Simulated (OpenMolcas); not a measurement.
## N II: effect of the basis set

| Quantity | Value |
| --- | --- |
| Program | OpenMolcas |
| Method | SS-CASPT2, IPEA 0.25 Eh, imaginary shift 0.1 Eh (closed shells correlated: 1s 2s) |
| Active space | 2 electrons in 3 orbitals (2p) |
| State averaging | 2S+1 = 3 even, 3 roots; 2S+1 = 1 even, 6 roots |
| Spin-orbit coupling | state interaction with AMFI integrals over the reference wave functions, term energies averaged over their components |

A. ANO-RCC-VDZP [3s2p1d], DKH2, point nucleus; CASPT2 step roughly 0.8 core-seconds
B. ANO-L-VTZP [4s3p2d1f], non-relativistic, point nucleus; CASPT2 step roughly 0.9 core-seconds
C. ANO-RCC-VTZP [4s3p2d1f], DKH2, point nucleus; CASPT2 step of the order of 0.5 core-seconds
D. ANO-R3 [4s4p2d1f], X2C, finite nucleus; CASPT2 step of the order of 0.8 core-seconds
E. ANO-R2 [4s4p2d1f], X2C, finite nucleus; CASPT2 step about 1 core-seconds
F. ANO-RCC-VQZP [5s4p3d2f1g], DKH2, point nucleus; CASPT2 step roughly 0.8 core-seconds

Energies in cm-1 above 2s2 2p2 3P0, the measured ground level; measured values from NIST Handbook of Basic Atomic Spectroscopic Data.

| Level | A | B | C | D | E | F | Measured |
| --- | --- | --- | --- | --- | --- | --- | --- |
| 2s2 2p2 3P0 | 0.0 | 0.0 | 0.0 | 0.0 | 0.0 | 0.0 | 0.0 |
| 2s2 2p2 3P1 | 48.5 | 47.9 | 47.3 | 47.2 | 47.2 | 47.8 | 48.7 |
| 2s2 2p2 3P2 | 144 | 142 | 141 | 140 | 140 | 142 | 131 |
| 2s2 2p2 1D2 | 16690 | 15670 | 15560 | 15510 | 15510 | 15240 | 15316 |
| 2s2 2p2 1S0 | 36900 | 35860 | 35380 | 35180 | 35180 | 34740 | 32689 |

Deviations, from unrounded energies. A percentage is the sum of absolute deviations over the sum of measured energies, with the sign that they share, or ± where signs differ.

| Against measurement | Levels | A | B | C | D | E | F |
| --- | --- | --- | --- | --- | --- | --- | --- |
| mean absolute deviation (cm-1) | 4 | 1400 | 880 | 740 | 670 | 670 | 530 |
| fine structure of the ground term (%) | 2 | ±7.6 | ±6.9 | ±6.3 | ±6.2 | ±6.2 | ±6.8 |
| other terms of the ground configuration (%) | 2 | +11.6 | +7.3 | +6.1 | +5.6 | +5.6 | ±4.4 |

F lies closest to measurement on these levels and A furthest from it. The largest miss of F in the table is 2s2 2p2 1S0, by +2100 cm-1. The ranking rests on the paired levels alone, and a cruder setting can come out closer through cancelling errors.

Among A to F the level of the table that moves most is 2s2 2p2 1S0, by 2200 cm-1 (lowest in F, highest in A). Moves below CASPT2's spread within the term are not significant.

CASPT2 does not keep the components of a term degenerate, so their means are used; among the terms shown or strongly mixed into the levels shown the widest spread is 100 cm-1 (2s2 2p2 1D, B). With the s shell closed, the reference lacks s² → p² mixing. Measured partners are found by configuration, term and J. A level has none where our copy of the source lacks it or the pairing is in doubt (some pairs that miss far off the trend of their configuration count as doubtful), and it then counts in no deviation. Levels of configurations outside the active space are missing.
